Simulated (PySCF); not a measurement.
C4H13GeNO, singlet, geometry from GFN2-xTB; CASSCF(6,5)/STO-3G in PySCF.

Input for PySCF:
```python
from pyscf import gto, scf, mcscf
import numpy

mol = gto.Mole()
mol.atom = '''
    C     2.472752   -0.646248   -1.244676
    C     2.216504    0.530292   -0.313795
    O     0.879775    0.957931   -0.313498
    Ge   -0.576043    0.025096    0.196120
    C    -1.210885   -1.144836   -1.282662
    C    -0.209054   -0.894066    1.922117
    N    -1.852127    1.300228    0.465273
    H     3.535019   -0.875373   -1.273523
    H     2.130619   -0.405639   -2.247896
    H     1.929373   -1.521255   -0.892161
    H     2.533916    0.265845    0.703317
    H     2.805128    1.396056   -0.640232
    H    -1.081376   -0.646377   -2.238565
    H    -0.670939   -2.086105   -1.310405
    H    -2.265171   -1.356260   -1.141397
    H     0.193714   -0.190882    2.645577
    H     0.505809   -1.701731    1.792687
    H    -1.129002   -1.307958    2.319022
    H    -2.139873    1.785811   -0.373688
    H    -1.603054    2.004914    1.146592
'''
mol.basis = 'sto-3g'
mol.charge = 0
mol.spin = 0
mol.verbose = 4
mol.build()

mf = scf.RHF(mol)
mf.kernel()
mc = mcscf.CASSCF(mf, 5, 6)
mc.kernel()
occ = numpy.linalg.eigvalsh(mc.fcisolver.make_rdm1(mc.ci, mc.ncas, mc.nelecas))[::-1]
ss = mc.fcisolver.spin_square(mc.ci, mc.ncas, mc.nelecas)[0]
print('natural occupations', occ.round(4), ' <S^2>', round(ss, 4))
```

Output, abridged:

```
PySCF version 2.14.0

[INPUT] verbose = 4
[INPUT] num. atoms = 20
[INPUT] num. electrons = 84
[INPUT] charge = 0
[INPUT] spin (= nelec alpha-beta = 2S) = 0
[INPUT] symmetry False subgroup None
[INPUT] Mole.unit = angstrom
[INPUT] Symbol           X                Y                Z      unit          X                Y                Z       unit  Magmom
[...]
nuclear repulsion = 616.967222660531
number of shells = 39
number of NR pGTOs = 183
number of NR cGTOs = 61
basis = sto-3g
ecp = {}

******** <class 'pyscf.scf.hf.RHF'> ********
method = RHF
initial guess = minao
damping factor = 0
level_shift factor = 0
DIIS = <class 'pyscf.scf.diis.CDIIS'>
diis_start_cycle = 1
diis_space = 8
diis_damp = 0
SCF conv_tol = 1e-09
SCF conv_tol_grad = None
SCF max_cycles = 50
direct_scf = True
direct_scf_tol = 1e-13
Set gradient conv threshold to 3.16228e-05
Initial guess from minao.
init E= -2334.60613919039
[...]
cycle= 1 E= -2336.41472523981  delta_E= -1.81  |g|= 0.696  |ddm|= 5.12
[...]
cycle= 2 E= -2336.59648418109  delta_E= -0.182  |g|= 0.18  |ddm|= 1.28
[...]
cycle= 3 E= -2336.6073759022  delta_E= -0.0109  |g|= 0.0413  |ddm|= 0.308
[...]
cycle= 4 E= -2336.60818796786  delta_E= -0.000812  |g|= 0.00908  |ddm|= 0.0792
[...]
cycle= 5 E= -2336.60824308005  delta_E= -5.51e-05  |g|= 0.00183  |ddm|= 0.027
[...]
cycle= 6 E= -2336.60824551788  delta_E= -2.44e-06  |g|= 0.000558  |ddm|= 0.00544
[...]
cycle= 7 E= -2336.60824578698  delta_E= -2.69e-07  |g|= 9.19e-05  |ddm|= 0.00228
[...]
cycle= 8 E= -2336.60824579471  delta_E= -7.73e-09  |g|= 2.8e-05  |ddm|= 0.000344
[...]
cycle= 9 E= -2336.60824579532  delta_E= -6.07e-10  |g|= 6e-06  |ddm|= 9.7e-05
[...]
Extra cycle  E= -2336.60824579536  delta_E= -4e-11  |g|= 2.53e-06  |ddm|= 1.33e-05
converged SCF energy = -2336.60824579536

******** <class 'pyscf.mcscf.mc1step.CASSCF'> ********
CAS (3e+3e, 5o), ncore = 39, nvir = 17
max_cycle_macro = 50
max_cycle_micro = 4
conv_tol = 1e-07
conv_tol_grad = None
orbital rotation max_stepsize = 0.02
orbital rotation threshold for CI restart = 0.01
augmented hessian ah_max_cycle = 30
augmented hessian ah_conv_tol = 1e-12
augmented hessian ah_linear dependence = 1e-14
augmented hessian ah_level shift = 1e-08
augmented hessian ah_start_tol = 2.5
augmented hessian ah_start_cycle = 3
augmented hessian ah_grad_trust_region = 3
kf_trust_region = 3
kf_interval = 4
ci_response_space = 4
ci_grad_trust_region = 3
with_dep4 0
natorb = False
canonicalization = True
sorting_mo_energy = False
ao2mo_level = 2
internal_rotation = False
******** <class 'pyscf.fci.direct_spin1.FCISolver'> ********
max. cycles = 50
conv_tol = 1e-08
davidson only = False
linear dependence = 1e-12
level shift = 0.001
max iter space = 12
nroots = 1
pspace_size = 400
spin = None
CASCI E = -2336.61206540662  S^2 = 0.0000000
Set conv_tol_grad to 0.000316228
macro iter   1 (  7 JK    2 micro), CASSCF E = -2336.61577118374  dE = -3.70577712e-03  S^2 = 0.0000000
               |grad[o]|=0.0108  |grad[c]|=0.0226  |ddm|=0.0121  |maxRot[o]|=0.0696
macro iter   2 ( 21 JK    4 micro), CASSCF E = -2336.62207483951  dE = -6.30365577e-03  S^2 = 0.0000000
               |grad[o]|=0.0152  |grad[c]|=0.0507  |ddm|=0.0228  |maxRot[o]|= 0.24
macro iter   3 ( 21 JK    4 micro), CASSCF E = -2336.62301988683  dE = -9.45047322e-04  S^2 = 0.0000000
               |grad[o]|=0.0171  |grad[c]|=0.0203  |ddm|=0.0191  |maxRot[o]|=0.206
macro iter   4 ( 21 JK    4 micro), CASSCF E = -2336.62337431994  dE = -3.54433107e-04  S^2 = 0.0000000
               |grad[o]|=0.0108  |grad[c]|=0.0114  |ddm|=0.021  |maxRot[o]|=0.232
macro iter   5 ( 12 JK    3 micro), CASSCF E = -2336.62426773793  dE = -8.93417990e-04  S^2 = 0.0000000
               |grad[o]|=0.00502  |grad[c]|=0.0241  |ddm|=0.00762  |maxRot[o]|=0.123
macro iter   6 ( 21 JK    4 micro), CASSCF E = -2336.62725843261  dE = -2.99069468e-03  S^2 = 0.0000000
               |grad[o]|=0.00429  |grad[c]|=0.0858  |ddm|=0.0512  |maxRot[o]|=0.209
[...]
macro iter  12 (  7 JK    2 micro), CASSCF E = -2336.64950571014  dE = -6.05332553e-04  S^2 = 0.0000000
               |grad[o]|=0.00858  |grad[c]|=0.0184  |ddm|=0.00432  |maxRot[o]|=0.0682
macro iter  13 ( 20 JK    4 micro), CASSCF E = -2336.64950849314  dE = -2.78299922e-06  S^2 = 0.0000000
               |grad[o]|=0.00959  |grad[c]|=0.00955  |ddm|=0.00321  |maxRot[o]|=0.032
macro iter  14 ( 21 JK    4 micro), CASSCF E = -2336.64942864034  dE =  7.98527922e-05  S^2 = 0.0000000
               |grad[o]|=0.00612  |grad[c]|=0.0148  |ddm|=0.00217  |maxRot[o]|=0.0132
macro iter  15 ( 21 JK    4 micro), CASSCF E = -2336.64949202411  dE = -6.33837672e-05  S^2 = 0.0000000
               |grad[o]|=0.00567  |grad[c]|=0.00185  |ddm|=0.000555  |maxRot[o]|= 0.01
macro iter  16 ( 21 JK    4 micro), CASSCF E = -2336.64956882593  dE = -7.68018226e-05  S^2 = 0.0000000
               |grad[o]|=0.00543  |grad[c]|=0.0066  |ddm|=0.00159  |maxRot[o]|=0.0148
macro iter  17 ( 21 JK    4 micro), CASSCF E = -2336.64961747269  dE = -4.86467516e-05  S^2 = 0.0000000
               |grad[o]|=0.00493  |grad[c]|=0.0114  |ddm|=0.00345  |maxRot[o]|=0.0136
macro iter  18 (  7 JK    2 micro), CASSCF E = -2336.64968832902  dE = -7.08563325e-05  S^2 = 0.0000000
               |grad[o]|=0.00424  |grad[c]|=0.00892  |ddm|=0.00291  |maxRot[o]|=0.0601
macro iter  19 (  7 JK    2 micro), CASSCF E = -2336.64980809632  dE = -1.19767305e-04  S^2 = 0.0000000
               |grad[o]|=0.00385  |grad[c]|=0.0123  |ddm|=0.00546  |maxRot[o]|=0.0648
macro iter  20 (  7 JK    2 micro), CASSCF E = -2336.64993314343  dE = -1.25047103e-04  S^2 = 0.0000000
               |grad[o]|=0.00346  |grad[c]|=0.0134  |ddm|=0.00585  |maxRot[o]|=0.0672
macro iter  21 (  7 JK    2 micro), CASSCF E = -2336.65008234306  dE = -1.49199635e-04  S^2 = 0.0000000
               |grad[o]|=0.00337  |grad[c]|=0.0146  |ddm|=0.00567  |maxRot[o]|=0.0685
macro iter  22 (  7 JK    2 micro), CASSCF E = -2336.65025497823  dE = -1.72635171e-04  S^2 = 0.0000000
               |grad[o]|=0.0033  |grad[c]|=0.0153  |ddm|=0.00474  |maxRot[o]|=0.0692
macro iter  23 ( 17 JK    4 micro), CASSCF E = -2336.65044823855  dE = -1.93260314e-04  S^2 = 0.0000000
               |grad[o]|=0.00319  |grad[c]|=0.0339  |ddm|=0.00724  |maxRot[o]|=0.111
macro iter  24 (  7 JK    2 micro), CASSCF E = -2336.65066546138  dE = -2.17222834e-04  S^2 = 0.0000000
               |grad[o]|=0.00268  |grad[c]|=0.0167  |ddm|=0.00179  |maxRot[o]|=0.0696
macro iter  25 (  7 JK    2 micro), CASSCF E = -2336.65084490270  dE = -1.79441315e-04  S^2 = 0.0000000
               |grad[o]|=0.00218  |grad[c]|=0.0141  |ddm|=0.000647  |maxRot[o]|=0.0697
macro iter  26 (  7 JK    2 micro), CASSCF E = -2336.65098364868  dE = -1.38745989e-04  S^2 = 0.0000000
               |grad[o]|=0.00172  |grad[c]|=0.0126  |ddm|=0.0017  |maxRot[o]|=0.0698
macro iter  27 (  7 JK    2 micro), CASSCF E = -2336.65106608752  dE = -8.24388303e-05  S^2 = 0.0000000
               |grad[o]|=0.00117  |grad[c]|=0.0112  |ddm|=0.00265  |maxRot[o]|=0.0698
macro iter  28 (  5 JK    2 micro), CASSCF E = -2336.65108096944  dE = -1.48819272e-05  S^2 = 0.0000000
               |grad[o]|=0.000536  |grad[c]|=0.00208  |ddm|=0.000604  |maxRot[o]|= 0.03
macro iter  29 (  5 JK    1 micro), CASSCF E = -2336.65108309889  dE = -2.12944678e-06  S^2 = 0.0000000
               |grad[o]|=0.000205  |grad[c]|=0.000612  |ddm|=8.11e-05  |maxRot[o]|=0.0153
macro iter  30 (  3 JK    1 micro), CASSCF E = -2336.65108310185  dE = -2.96495273e-09  S^2 = 0.0000000
               |grad[o]|=3.37e-05  |grad[c]|=3.73e-05  |ddm|=2.44e-05  |maxRot[o]|=0.000153
1-step CASSCF converged in  30 macro (394 JK  87 micro) steps
CASSCF canonicalization
Density matrix diagonal elements [1.97873137 1.98886942 1.97958732 0.02823646 0.02457543]
CASSCF energy = -2336.65108310185
CASCI E = -2336.65108310185  E(CI) = -12.5650817291635  S^2 = 0.0000000
natural occupations [1.9983 1.976  1.9743 0.027  0.0244]  <S^2> 0.0
```
